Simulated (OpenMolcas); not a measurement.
# I5+: effect of the level shift or regulariser

| Item | Value |
| --- | --- |
| Program | OpenMolcas 26.06 |
| Basis | ANO-R2 [7s6p4d2f1g] |
| Scalar Hamiltonian | X2C, finite nucleus |
| Active space | 2 electrons in 8 orbitals (5s 5p 6s 6p) |
| State averaging | 2S+1 = 3 even, 3 roots; 2S+1 = 1 even, 7 roots; 2S+1 = 3 odd, 3 roots; 2S+1 = 1 odd, 3 roots |
| Spin-orbit coupling | RASSI with atomic mean-field integrals over the reference wave functions, term energies averaged over their components |

Methods on the same reference wave functions:
A. CASSCF
B. MS-CASPT2, IPEA 0.25 Eh, imaginary shift 0.1 Eh (closed shells correlated: 4d)
C. MS-CASPT2, IPEA 0.25 Eh, real shift 0.2 Eh (closed shells correlated: 4d)

Energies in cm⁻¹ above 5s² ¹S₀, the measured ground level; measured values from the list in Rauch et al., Astron. Astrophys. 606, A105 (2017).

```csv
Level,A,B,C,Measured
5s² ¹S₀,0.0,0.0,0.0,0.0
5s 5p ³P°₀,81629,85900,85850,85666
5s 5p ³P°₁,85164,89160,89120,89262
5s 5p ³P°₂,94031,98300,98260,99685
5s 5p ¹P°₁,136308,124720,124760,127424
5p² ³P₀,199429,200120,200090,200085
5p² ³P₁,205891,207240,207200,208474
5p² ¹S₀,250504,242480,242460,245658
```

Deviations, from unrounded energies. A percentage is the sum of absolute deviations over the sum of measured energies, with the sign that they share, or ± where signs differ.

| Against measurement | Levels | A | B | C |
| --- | --- | --- | --- | --- |
| mean absolute deviation (cm-1) | 7 | 4400 | 1300 | 1300 |
| other configurations (%) | 7 | ±2.9 | ±0.8 | ±0.8 |

B, C lie about equally close to measurement and A furthest from it. The largest miss of B in the table is 5p² ¹S₀, by -3200 cm-1. The ranking rests on the paired levels alone, and a cruder setting can come out closer through cancelling errors.

Between B and C the level of the table that moves most is 5s 5p ³P°₀, by 49 cm-1 (lowest in C, highest in B). Moves below CASPT2's spread within the term are not significant.

The lowest spin-free term lies below A's lowest term by 0.430 hartree in B, 0.429 hartree in C.

Over all roots computed the reference weight is 0.88 to 0.95 in B; the roots of lowest weight are the least certain, and an intruder state may touch them. Active for correlation alone: 6p 6s; no level in the range computed is led by a configuration that fills them, so any true level of that kind is missing. The ¹D term of p² mixes with s d, which this space lacks. Computed and measured levels are paired by configuration, term and J; levels that our copy of the source lacks, or whose pairing is in doubt (as where it misses far off the trend of its configuration), stay unpaired and out of the deviations. Levels of configurations outside the active space are missing. The table leaves out levels that lie high or whose names do not pair safely across all columns.

° marks odd parity.
